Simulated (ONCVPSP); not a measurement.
**iridium (Ir): one change to an ONCV potential, before and after**

iridium, optimised norm-conserving Vanderbilt (ONCV), made with ONCVPSP 4.0.1 (PBE, scalar-relativistic). Core [Xe] 4f14, reference 5d7 6s2. Waves: 6s: rc 2.50 bohr, ncon 4, nbas 7, qcut 2.1 1/bohr, 2 projectors, debl 2.1 Ha; p scattering state at 0.1 Ha: rc 2.65 bohr, ncon 3, nbas 8, qcut 3.7 1/bohr, 2 projectors, debl 2.9 Ha; 5d: rc 2.15 bohr, ncon 4, nbas 8, qcut 7.8 1/bohr, 1 projector. Local part: polynomial inside 1.55 bohr (lpopt 1, dvloc0 3 Ha). Core correction: none.

In the p channel the program set the typed energies aside and used 0.050, 2.950 Ha.

Change: all radii scaled by about 0.87 (s 2.18, p 2.30, d 1.86 bohr); local potential polynomial inside 1.34 bohr (lpopt 1, dvloc0 3 Ha).

Cutoffs: the cutoffs (Ha) at which the residual kinetic energy of the hardest occupied pseudo-wave falls to 1 and 0.1 mHa per electron; they do not see the model core or the augmentation charge, which bear on the density cutoff. Errors are all-electron minus pseudo energies relative to the spin-unpolarised reference configuration.

**Question.** What does the change do?

**Answer.** The potential gets neither clearly harder nor softer (18 Ha and 22 Ha → 19 Ha and 22 Ha); the d channel sets the loose cutoff, while the largest relative change is in s, which becomes softer; the lowest positive-energy flag moves from s at 49.2 eV to s at 6.2 eV; the number of tests with a reliable result goes from 4 to 3; of the 3 tests that both files solve, the error grows in 1 and shrinks in 2 by more than 15 % and 0.3 meV (median size 1.3 → 9.3 meV); neither file shows a bound ghost.

```csv
quantity,base,changed
"cutoff, loose",18 Ha,19 Ha
"cutoff, tight",22 Ha,22 Ha
loose cutoff by channel,"s 14 Ha, d 18 Ha","s 12 Ha, d 19 Ha"
bound ghosts,none,none
GHOST(+) flags under 300 eV,"s at 49.2 eV, p at 92.0 eV","s at 6.2 eV, p at 64.3 eV"
tests with a reliable result,4 of 4,3 of 4
"error for 5d7 6s1, meV [ΔE 9.88 eV]",+1.3,+0.4
"error for 5d7 6s0, meV [ΔE 27.35 eV]",+33,+28
"error for 5d7 6s0 6p2, meV [ΔE 11.01 eV]",+1.2,+9.3
```

Changed file: The cutoffs count occupied waves only; projector 2 of the p channel, the hardest unoccupied one, needs 56 Ha at the loose tolerance.
